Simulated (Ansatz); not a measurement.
Reaction (hydrogenolysis of a C–O bond): `OC([SiH3])([SiH3])S` + H₂ → `[SiH3]C([SiH3])S` + H₂O

Computed with Ansatz on PBE0-D4/def2-TZVP structures; ΔE is electronic, products minus reactants. CBS: MP2 limit from def2 TZ/QZ plus the TZ coupled-cluster correction, frozen cores. This one scheme is used for every species. Functionals use def2-TZVPP. B3LYP here is the variant with VWN-RPA as its local correlation; programs differ in this. Each species was taken in one conformer, which may not be the lowest.

`OC([SiH3])([SiH3])S`:

Cartesian coordinates in Å:
```
O -0.739 1.198 -1.010
C 0.084 0.376 -0.190
Si -0.585 0.385 1.596
Si 0.042 -1.369 -0.931
S 1.807 0.928 -0.111
H -0.586 2.118 -0.765
H 0.244 -0.452 2.499
H -1.978 -0.125 1.564
H -0.587 1.796 2.069
H 0.763 -1.341 -2.231
H -1.361 -1.809 -1.139
H 0.721 -2.295 0.010
H 2.176 0.590 -1.362
```

H₂:

```xyz
2

H    -0.074   -0.267    0.249
H     0.074    0.267   -0.249
```

`[SiH3]C([SiH3])S`:

Cartesian coordinates in Å:
```
Si -0.190 -1.501 0.668
C 0.608 -0.093 -0.285
Si -0.561 1.190 -1.003
S 1.841 0.736 0.777
H -1.191 -2.209 -0.179
H -0.885 -0.929 1.851
H 0.846 -2.463 1.119
H 1.193 -0.522 -1.106
H 0.203 2.199 -1.778
H -1.267 1.859 0.122
H -1.572 0.546 -1.887
H 0.976 1.188 1.700
```

H₂O:

```xyz
3

O    -0.022    0.299    0.248
H    -0.464    0.210   -0.599
H     0.486   -0.509    0.351
```

(1) Is it downhill or uphill in electronic energy at CCSD(T)/CBS, and by how much? (Estimate.)

(2) What do these levels give: r2SCAN-D4, B3LYP-D4, ωB97X-V, B2PLYP, r2SCAN, B3LYP, HF/def2-TZVPP, MP2/def2-TZVPP, CCSD(T)/def2-TZVPP, MP2/def2-QZVPP, SCS-MP2/def2-QZVPP, HF/CBS(def2)? (Estimate.)

Largest T1 diagnostic among the species: 0.013.

Results:

(1) The calculation gave: Downhill: ΔE = -124.5 kJ/mol.

(2) Computed: r2SCAN-D4 -111.6, B3LYP-D4 -113.7, ωB97X-V -115.4, B2PLYP -122.2, r2SCAN -112.8, B3LYP -121.9, HF/def2-TZVPP -143.8, MP2/def2-TZVPP -124.4, CCSD(T)/def2-TZVPP -122.7, MP2/def2-QZVPP -125.8, SCS-MP2/def2-QZVPP -126.7, HF/CBS(def2) -144.8 kJ/mol.

From PBE to PBE0 (25 % exact exchange), in def2-TZVPP and without D4, ΔE moves by −11.5 kJ/mol. The D4 term adds +8.1 kJ/mol with B3LYP and +4.3 kJ/mol with PBE0; it sums over pairs of atoms, weighted by their polarisabilities, and B3LYP, whose exchange is more repulsive, gets the larger term.
